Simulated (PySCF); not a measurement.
SMILES O=C(O)CCB(O)O at its GFN2-xTB optimised geometry (Å):

```
15

O      2.6432    -0.1319     0.0952
C      1.9304    -1.0947     0.0000
O      2.4256    -2.3381    -0.1170
C      0.4261    -1.0947     0.0000
C     -0.1540     0.3180     0.0000
B     -1.7517     0.3684     0.0954
O     -2.4503     1.5364     0.0537
O     -2.4465    -0.7778     0.2268
H      3.3954    -2.3161    -0.1061
H      0.0811    -1.6585    -0.8674
H      0.0902    -1.6426     0.8822
H      0.1868     0.8345    -0.9008
H      0.2849     0.8681     0.8363
H     -1.9389     2.3381    -0.0369
H     -3.3954    -0.6556     0.2802
```

Calculation: PySCF 2.14.0 with PBE0/def2-TZVP. Cells within 0.4 Å of a nucleus heavier than hydrogen are left out (blank, or x).

Map of the HOMO−1 amplitude (bohr^(-3/2)), clipped to [-0.25, 0.25] on the plane z = 0.0 Å; orbital energy -9.05 eV, overall sign arbitrary:

```
|55555555555555555555555555555|
|55555555555555555555555555555|
|55555555555555555555555555555|
|55555555555555555555555555555|
|55555555555555555555555555555|
|55555555555555555555555555555|
|55555555555555555555555555555|
|55555555566655555555555555555|
|55555544576655555555555555555|
|55555432577655666655555555555|
|5555542xx97555666655555555555|
|55555433x86444676665555555555|
|55555555774223787665555555555|
|555555567xx00xx97655445555555|
|5555555666310xx87654xx5555555|
|55555445764334676555xx6655555|
|5555544xx755557x543x776655555|
|555555556665567xx3xx766555555|
|55555555666566654445655555555|
|55555555565566655556x45555555|
|55555555555556555567xx4455555|
|55555555555555555566655555555|
|55555555555555555566655555555|
|55555555555555555556555555555|
|55555555555555555555555555555|
|55555555555555555555555555555|
|55555555555555555555555555555|
|55555555555555555555555555555|
|55555555555555555555555555555|
```
Scale: ten equal steps from -0.250 (start of '0') to 0.180 (end of '9'), in the order '0123456789'; x runs from -5.50 to 5.50, y from -5.50 (bottom) to 5.50 (top).
